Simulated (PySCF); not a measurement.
# Mayer bond orders and bond lengths

C2H8N2O2Si2.
Atom-mapped SMILES: `[CH3:1][C:2](=[O:3])[O:4][SiH:5]1[NH:6][SiH2:7][NH:8]1` (hydrogens: H9, H10, H11 on C1; H12 on Si5; H13 on N6; H14, H15 on Si7; H16 on N8)

Cartesian coordinates in Å at the GFN2-xTB level; atoms count from 1:
```
atom  x, y, z in Å
C1    -3.1434    0.0487   -0.3238
C2    -1.8590    0.2545    0.4306
O3    -1.7646    0.2833    1.6293
O4    -0.8139    0.4000   -0.3639
Si5    0.6773    0.6031    0.3268
N6     1.8737    0.5240   -0.9255
Si7    2.8079   -0.7330   -0.1811
N8     1.4494   -0.8225    0.9160
H9    -3.9871    0.0773    0.3592
H10   -3.1064   -0.9189   -0.8204
H11   -3.2441    0.8160   -1.0873
H12    0.6817    1.7979    1.1524
H13    2.0975    1.1779   -1.6496
H14    4.0287   -0.2547    0.4586
H15    2.9608   -1.9304   -0.9964
H16    1.3339   -1.3143    1.7818
```

Bond orders from the PBE0/pcSseg-1 density (PySCF). One conformer (not necessarily the lowest) at the GFN2-xTB geometry, without solvent, vibrations or thermal averaging.

Task: How far do the computed orders between heavy atoms stray from the drawn ones?

Result: The largest departure is 0.147, at O4–Si5 (drawn single, 0.853). Drawn single, order below 0.88: O4–Si5 (0.853).

Task: Set the Mayer orders of the bonds beside their lengths.

Result: 
```json
{"bond": "C1–C2", "drawn as": "single", "length (Å)": "1.504", "Mayer order": "1.002"}
{"bond": "C2–O3", "drawn as": "double", "length (Å)": "1.203", "Mayer order": "1.934"}
{"bond": "C2–O4", "drawn as": "single", "length (Å)": "1.321", "Mayer order": "1.076"}
{"bond": "O4–Si5", "drawn as": "single", "length (Å)": "1.656", "Mayer order": "0.853"}
{"bond": "Si5–N6", "drawn as": "single", "length (Å)": "1.734", "Mayer order": "0.963"}
{"bond": "N6–Si7", "drawn as": "single", "length (Å)": "1.734", "Mayer order": "0.970"}
{"bond": "Si7–N8", "drawn as": "single", "length (Å)": "1.748", "Mayer order": "0.946"}
{"bond": "N8–Si5", "drawn as": "single", "length (Å)": "1.725", "Mayer order": "0.989"}
{"bond": "C1–H9", "drawn as": "single", "length (Å)": "1.086", "Mayer order": "0.960"}
{"bond": "C1–H10", "drawn as": "single", "length (Å)": "1.088", "Mayer order": "0.942"}
{"bond": "C1–H11", "drawn as": "single", "length (Å)": "1.087", "Mayer order": "0.950"}
{"bond": "Si5–H12", "drawn as": "single", "length (Å)": "1.452", "Mayer order": "0.909"}
{"bond": "N6–H13", "drawn as": "single", "length (Å)": "1.001", "Mayer order": "0.934"}
{"bond": "Si7–H14", "drawn as": "single", "length (Å)": "1.459", "Mayer order": "0.893"}
{"bond": "Si7–H15", "drawn as": "single", "length (Å)": "1.457", "Mayer order": "0.900"}
{"bond": "N8–H16", "drawn as": "single", "length (Å)": "1.002", "Mayer order": "0.932"}
```

Bonds between the same two heavy elements. C–O: lowest C2–O4 (1.076, 1.321 Å), highest C2–O3 (1.934, 1.203 Å). N–Si: lowest Si7–N8 (0.946, 1.748 Å), highest N8–Si5 (0.989, 1.725 Å).

Task: Sum the orders of all bonds at each heavy atom with more than one neighbour and set the sums beside the valence in the SMILES.

Result: C1 3.854 (drawn 4), C2 4.012 (drawn 4), O4 1.929 (drawn 2), Si5 3.714 (drawn 4), N6 2.867 (drawn 3), Si7 3.709 (drawn 4), N8 2.867 (drawn 3). Orders between atoms that aren't bonded are not in these sums.

For a closed shell the Mayer order of atoms A and B is Σ (PS)μν (PS)νμ over the basis functions μ on A and ν on B, with P the density and S the overlap matrix.
